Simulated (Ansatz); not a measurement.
Si(H)(Br)(NH2)2 (BrH5N2Si), SMILES N[SiH](N)Br.

Geometry optimised at B3LYP-D3(BJ)/def2-SVP. This is a generated structure with no PubChem entry under its InChIKey; it may be hypothetical. The values are those of a single conformer.

Two levels are set side by side: PBE/def2-SVPD (Ansatz, a first-principles code) and PBE0/def2-SVPD (Ansatz). Energy differences of separate SCF runs at the same geometry; the states with an electron removed or added have multiplicity 2 and 2. Differences are taken from unrounded values.

| quantity | PBE0 | PBE | PBE minus PBE0 |
|---|---|---|---|
| vertical ionisation energy (eV) | 9.72 | 9.24 | -0.48 |
| vertical singlet–triplet gap (eV) | 6.45 | 6.01 | -0.44 |
